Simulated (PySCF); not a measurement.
SMILES N#C/C=[CH]\[GeH3] at its B3LYP/def2-SVP optimised geometry (Å):

```
10

N      2.2261    -1.3672     0.0003
C      1.0650    -1.3328     0.0000
C     -0.3696    -1.3328     0.0000
C     -1.1425    -0.2293     0.0000
Ge    -0.5544     1.6435    -0.0008
H     -0.8236    -2.3316     0.0003
H     -2.2261    -0.3999     0.0003
H     -1.1187     2.3229     1.2631
H      0.9785     1.7211    -0.0227
H     -1.1554     2.3316    -1.2428
```

Calculation: B3LYP/def2-TZVP in PySCF. Cells within 0.4 Å of a nucleus heavier than hydrogen are left out (blank, or x).

Map of the HOMO−1 amplitude (bohr^(-3/2)) on the plane z = 0.0 Å; orbital energy -9.21 eV, overall sign arbitrary:

```
|5555555555555555555555555555555|
|5555555555555544445555555555555|
|5555555555554444444445555555555|
|5555555555544444444444555555555|
|5555555555544444444444455555555|
|5555555555444444444444445555555|
|5555555555544443344444445555555|
|5555555555544433333344444555555|
|5555555555554443322334444555555|
|555555555555xxx4321234444555555|
|555555555566xxx4322234445555555|
|5555555556666454433344445555555|
|5555555556677665444444555555555|
|5555555556677765554455555555555|
|5555444455688765555555555555555|
|55544444445xx765555555555555555|
|5554444333xxx555556666665555555|
|55544443322x2344556777776555555|
|5554444433323334457889986555555|
|5554444444444xxx44xx78xx5555555|
|5555444444556xx532xx43xx3444455|
|5555554555567775421121002344455|
|5555555555568875432222223444455|
|5555555555678765443333333444455|
|5555555555567665544444444444455|
|5555555555556655544444444444555|
|5555555555555555554444444445555|
|5555555555555555554444444455555|
|5555555555555555555544445555555|
|5555555555555555555555555555555|
|5555555555555555555555555555555|
```
Scale: ten equal steps from -0.228 (start of '0') to 0.219 (end of '9'), in the order '0123456789'; x runs from -4.50 to 4.50, y from -4.50 (bottom) to 4.50 (top).
